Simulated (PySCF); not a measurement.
Cartesian coordinates in Å; atom numbers follow the order of the lines, from 1:
```xyz
14

C    -0.891   -1.148    1.657
N    -0.843   -0.798    0.455
C    -0.478    0.448    0.005
C    -1.232    1.530    0.196
Si    1.084    0.451   -1.062
N     1.236   -1.099   -1.765
F     2.391    0.584   -0.121
H    -1.201   -2.158    1.887
H    -0.627   -0.503    2.498
H    -0.985    2.471   -0.260
H    -2.141    1.492    0.777
H     1.161    1.646   -1.893
H     2.087   -1.363   -2.232
H     0.437   -1.554   -2.170
```

PySCF 2.14.0 with density-fitted response routines calculation with geometry from GFN2-xTB and shielding tensors at PBE0/pcSseg-1 (GIAO); no solvent model, fast rotation and ring inversion assumed for equivalent nuclei, one conformer, no relativistic terms.

Chemical shifts δ = σref − σ; TMS for ¹³C (σref 186.93) and ¹H (σref 31.72) and ²⁹Si (σref 349.16); ¹⁵N (σref 267.73) vs NH3; ¹⁹F (σref 170.95) against CFCl3, all at this level.

```
  atoms  nucleus  count  Hirshfeld charge  δ (ppm)
    H12       ¹H      1             -0.09     5.28
     C1      ¹³C      1              0.02        ?
     H8       ¹H      1              0.06     7.06
     H9       ¹H      1              0.05     7.38
     N6      ¹⁵N      1             -0.31        ?
    H10       ¹H      1              0.05     4.62
    Si5     ²⁹Si      1              0.45    -18.2
     C3      ¹³C      1             -0.05    166.4
H13/H14       ¹H      2              0.12        ?
     C4      ¹³C      1             -0.12        ?
     N2      ¹⁵N      1             -0.12    419.2
    H11       ¹H      1              0.04     4.86
     F7      ¹⁹F      1             -0.22   -174.4
```

Problem. Complete the table.

Solution. 
- C1: 149.0 ppm, C=N carbon
- C4: 107.4 ppm, terminal =CH2 carbon; the olefinic region
- H13/H14: 1.03 ppm, hydrogen on a nitrogen bonded to Si; exchangeable; this is the value without hydrogen bonding to other molecules
- N6: 27.1 ppm, nitrogen bonded to Si, 2 H

OH/NH shifts are gas-phase values; hydrogen bonding in solution moves them, usually downfield. Shifts are as computed. Against solution values, carbons near 30 ppm lie about +3 ppm off and those near 130 ppm about +5 ppm. Of 1309 compounds with measured shifts, 239 miss one by over three times the rms of a fit or turn the order of signals round; such compounds aren't used in these exercises. Unscaled 19F shifts against computed CFCl3 carry errors that often reach 10 to 50 ppm. Experimental scales use liquid or dissolved standards, which lie at an offset from isolated NH3 (liquid NH3: subtract about 20 ppm). Unscaled 15N shifts of sp2 nitrogen come out 20 to 40 ppm too high even then.
